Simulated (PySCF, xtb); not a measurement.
trans-(1S,2S)-1-ethenyl-2-fluorocyclopropane (C₅H₇F), SMILES C=C[C@@H]1C[C@@H]1F.

xtb with GFN2-xTB at its own geometry gives an orbital gap of 4.99 eV and a dipole moment of 2.14 D.

The structure is a stationary point at PBE0-D3(BJ)/def2-SVP. One conformer was computed; it need not be the lowest.

What does PBE/def2-TZVP in PySCF give? (The exact figures need the calculation; the answer reports its results.)

gap 5.09 eV (levels -5.91 and -0.81 eV), dipole 1.56 D.
